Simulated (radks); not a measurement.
Neutral holmium inside a hard spherical wall (all orbitals vanish at R), configuration held at [Xe] 4f11 6s2 and not refilled when levels cross. All-electron calculation, scalar-relativistic Kohn-Sham, PBE, spin-polarised, spherical densities, finite nucleus; open shells are filled with parallel spins first (spin-orbit coupling, left out, can overturn this in heavy ions); Fermi nuclear charge, rms radius 5.2022 fm. Program: a radial shooting solver on a logarithmic mesh with Libxc functionals. Eigenvalues in eV for spin up, with the zero of energy where the potential of the charges vanishes at infinity; a dash marks a level that is unbound or too diffuse for the functional's potential to be trusted. A positive occupied level is held by the wall or, in an anion where self-interaction has pushed it up, behind a barrier. The pressure on the wall is -dE/dV.

R (bohr)  E (hartree)  kinetic (hartree)    e(5s)    e(5p)   e(4f)   e(6s)  e(6p, empty)  e(5d, empty)  pressure (GPa)
free      -12615.2228          13640.566  -50.966  -26.303  -4.158  -3.830        -1.159        -1.133               0
15        -12615.2228          13640.566  -50.963  -26.300  -4.156  -3.828        -1.143        -1.129        0.000171
7         -12615.1817          13640.802  -49.729  -25.088  -2.941  -2.627         1.185         0.112            1.83
6         -12615.1178          13641.080  -48.720  -24.112  -1.932  -1.283         3.402         1.200            6.48
4         -12614.3923          13643.812  -43.419  -19.105   3.757  10.152        20.092         7.961             145
3         -12612.0051          13652.748  -33.945   -9.483  15.039  39.085        56.938        21.893            1300
2.5       -12607.7638          13667.837  -21.901    4.012  29.422  80.892        105.91        40.799            5080
2         -12595.1345          13709.237    7.128   38.137  59.878  182.13        218.42        86.275           25400
